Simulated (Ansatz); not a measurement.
Basis sets compared for trans-Hf(H2O)2Cl4 (HfCl₄O₂H₄). The state is a singlet with charge 0. Geometry PBE0-D4/def2-SVP. Ansatz on 4 threads of Arm Neoverse V2 on a shared host; times are rough, and most runs start from earlier orbitals.

```xyz
11

Cl    1.395    1.625   -0.911
Cl   -1.900   -1.610   -0.194
Cl    1.582   -1.698    0.253
Cl   -1.573    1.674    0.969
Hf   -0.121   -0.002    0.028
O    -0.483   -0.115   -2.176
O     0.497    0.115    2.175
H    -1.024   -0.815   -2.569
H     0.114    0.298   -2.815
H     0.212    0.844    2.744
H     1.301   -0.316    2.497
```

In the def2 sets Hf takes a core potential; there is no spin–orbit coupling. No other spin state of charge 0 was run. Another isomer (singlet) lies 0.21 eV lower at PBE0-D4/def2-TZVP; other spin states weren't run for this one.

Binding counts from free atoms (Cl doublet, Hf triplet, O triplet, H doublet) in the same basis, without a counterpoise term.

| level | functions | energy (Eh) | HOMO (eV) | LUMO (eV) | binding per atom (eV) | wall time |
| --- | --- | --- | --- | --- | --- | --- |
| PBE-D4/def2-SVP | 152 | -2040.4619 | -6.66 | -2.05 | 3.92 | 2.3 s |
| PBE0-D4/def2-SVP | 152 | -2040.5875 | -8.08 | -1.31 | 3.82 | 3.4 s |

Q: Estimate the rows for PBE-D4/def2-TZVP (with forces), PBE0-D4/def2-TZVP.

A: 
| level | functions | energy (Eh) | HOMO (eV) | LUMO (eV) | binding per atom (eV) | wall time |
| --- | --- | --- | --- | --- | --- | --- |
| PBE-D4/def2-TZVP (with forces) | 274 | -2041.2860 | -6.83 | -2.21 | 3.87 | 5 s |
| PBE0-D4/def2-TZVP | 274 | -2041.4042 | -8.20 | -1.41 | 3.79 | 7.5 s |
